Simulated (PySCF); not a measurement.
C2H6INSi, neutral, multiplicity 1. Atoms are numbered in the order given.

```xyz
11

Si     1.1728    -0.8342     0.0000
I     -0.0700     1.3999     0.0000
N     -0.1089    -2.0034     0.0000
C      0.3203    -3.4010     0.0000
C     -1.5571    -1.8706     0.0000
H     -0.0570    -3.9303    -0.8933
H     -0.0570    -3.9303     0.8933
H      1.4198    -3.4693     0.0000
H     -1.9905    -2.3589     0.8916
H     -1.9905    -2.3589    -0.8916
H     -1.8519    -0.8148     0.0000
```
Charge 0, spin multiplicity 1.

Coordinates come from a B3LYP-D3(BJ)/def2-SVP optimisation. The def2 effective core potentials stand for the cores of I; spin–orbit coupling is left out. Other conformers were not sampled.

Computed with ωB97X/def2-TZVP (PySCF).

ESP charges are fitted to the potential on shells at 1.4 to 2.0 van der Waals radii. Atomic charges (e):

```json
[
 {"atom": "Si1", "Mulliken": "0.16", "ESP fit": "-0.10", "Löwdin": "0.01"},
 {"atom": "I2", "Mulliken": "-0.24", "ESP fit": "-0.15", "Löwdin": "0.01"},
 {"atom": "N3", "Mulliken": "-0.15", "ESP fit": "0.33", "Löwdin": "-0.05"},
 {"atom": "C4", "Mulliken": "-0.27", "ESP fit": "-0.45", "Löwdin": "-0.33"},
 {"atom": "C5", "Mulliken": "-0.27", "ESP fit": "-0.41", "Löwdin": "-0.33"},
 {"atom": "H6", "Mulliken": "0.13", "ESP fit": "0.13", "Löwdin": "0.11"},
 {"atom": "H7", "Mulliken": "0.13", "ESP fit": "0.13", "Löwdin": "0.11"},
 {"atom": "H8", "Mulliken": "0.13", "ESP fit": "0.15", "Löwdin": "0.12"},
 {"atom": "H9", "Mulliken": "0.12", "ESP fit": "0.12", "Löwdin": "0.12"},
 {"atom": "H10", "Mulliken": "0.12", "ESP fit": "0.12", "Löwdin": "0.12"},
 {"atom": "H11", "Mulliken": "0.14", "ESP fit": "0.12", "Löwdin": "0.11"}
]
```

Question: Give the Mayer and Wiberg (Löwdin basis) orders of the bonds. (The exact figures need the calculation; the answer reports its results.)

Answer: 
| bond | Mayer | Wiberg |
|---|---|---|
| Si1–I2 | 1.08 | 1.62 |
| Si1–N3 | 1.27 | 1.63 |
| N3–C4 | 0.94 | 1.30 |
| N3–C5 | 0.92 | 1.31 |
| C4–H6 | 0.97 | 0.92 |
| C4–H7 | 0.97 | 0.92 |
| C4–H8 | 0.97 | 0.90 |
| C5–H9 | 0.97 | 0.92 |
| C5–H10 | 0.97 | 0.92 |
| C5–H11 | 0.96 | 0.91 |
